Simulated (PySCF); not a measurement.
C12H10, SMILES c1(ccccc1)-c1ccccc1, GFN2-xTB optimised geometry.

```
22

C      2.40     3.04     0.07
C      1.30     2.87     0.89
C      0.59     1.68     0.87
C      0.98     0.64     0.02
C      0.23    -0.62     0.00
C     -1.16    -0.62     0.00
C     -1.87    -1.81    -0.03
C     -1.19    -3.02    -0.05
C      0.19    -3.03    -0.04
C      0.90    -1.84    -0.02
C      2.09     0.83    -0.80
C      2.79     2.02    -0.78
H      2.95     3.97     0.09
H      0.99     3.66     1.56
H     -0.26     1.55     1.52
H     -1.70     0.32     0.00
H     -2.95    -1.80    -0.03
H     -1.74    -3.95    -0.06
H      0.73    -3.97    -0.05
H      1.98    -1.86    -0.01
H      2.39     0.04    -1.47
H      3.65     2.15    -1.42
```

Density from PySCF with B3LYP/def2-SVP at that geometry.

Minimum of the electron density along straight lines between bonded atoms, close to the bond critical point (lines longer than 1.1 times the sum of covalent radii, or with two minima, are not listed):

| bond | length / Å | ρ at the minimum / e bohr⁻³ | ∇²ρ there / e bohr⁻⁵ | position (fraction from the first atom) |
|---|---|---|---|---|
| C1–C2 | 1.385 | 0.314 | -0.82 | 0.50 |
| C2–C3 | 1.383 | 0.315 | -0.82 | 0.50 |
| C3–C4 | 1.393 | 0.310 | -0.79 | 0.50 |
| C4–C5 | 1.471 | 0.272 | ___ | 0.50 |
| C5–C6 | 1.393 | 0.310 | -0.79 | 0.50 |
| C6–C7 | 1.383 | 0.315 | -0.82 | 0.50 |
| C7–C8 | 1.385 | 0.314 | -0.82 | 0.50 |
| C8–C9 | 1.385 | 0.314 | -0.82 | 0.50 |
| C5–C10 | 1.393 | 0.310 | -0.79 | 0.50 |
| C9–C10 | 1.383 | 0.315 | -0.82 | 0.50 |
| C4–C11 | 1.393 | 0.310 | -0.79 | 0.50 |
| C1–C12 | 1.385 | 0.314 | -0.82 | 0.50 |
| C11–C12 | 1.383 | 0.315 | -0.82 | 0.50 |
| C1–H13 | 1.080 | 0.284 | -1.08 | 0.63 |
| C2–H14 | 1.081 | 0.284 | -1.08 | 0.63 |
| C3–H15 | 1.081 | 0.284 | -1.08 | 0.63 |
| C6–H16 | 1.081 | 0.284 | -1.08 | 0.63 |
| C7–H17 | 1.081 | 0.284 | -1.08 | 0.63 |
| C8–H18 | 1.080 | 0.284 | -1.08 | 0.63 |
| C9–H19 | 1.081 | 0.284 | -1.08 | 0.63 |
| C10–H20 | 1.081 | 0.284 | -1.08 | 0.63 |
| C11–H21 | 1.081 | 0.284 | -1.08 | 0.63 |
| C12–H22 | 1.081 | 0.284 | -1.08 | 0.63 |

Some entries are withheld; supply them.


- C4–C5, ∇²ρ there / e bohr⁻⁵: -0.67
